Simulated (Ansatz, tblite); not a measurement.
Forces on the cluster La₄⁺ at its r2SCAN-D4/def2-SVP geometry. The state is a doublet with charge 1.

In the def2 sets La takes a core potential; there is no spin–orbit coupling. The xTB rows come from tblite. At PBE-D4/def2-TZVP the charge 1 doublet is spin-contaminated (final ⟨S²⟩ up to 2.96, 0.75 for a pure state). No other spin state of charge 1 was run. The geometry of the doublet was relaxed on an unsound state (⟨S²⟩ 3.75, where a pure state has 0.75). Another isomer (doublet) lies 0.03 eV lower at PBE0-D4/def2-TZVP; other spin states weren't run for this one.

GFN1-xTB (tblite), largest force 1.10 eV/Å:

```xyz
4
positions Å, forces eV/Å
La   -0.351   -1.360   -1.670   -0.128   -0.588   -0.756
La   -0.555   -0.957    1.820   -0.219   -0.544    0.933
La    2.106    0.570    0.058    0.940    0.221    0.010
La   -1.200    1.748   -0.208   -0.593    0.910   -0.186
```

GFN2-xTB (tblite), largest force 2.69 eV/Å:

```
La -0.256 -1.429 -1.813
La -0.567 -1.332 2.271
La 2.262 0.525 -0.030
La -1.439 2.237 -0.428
```

PBE-D4/def2-TZVP (Ansatz), largest force 0.25 eV/Å:

```
La -0.002 0.157 0.197
La 0.146 -0.050 -0.117
La -0.212 -0.072 0.046
La 0.068 -0.035 -0.126
```
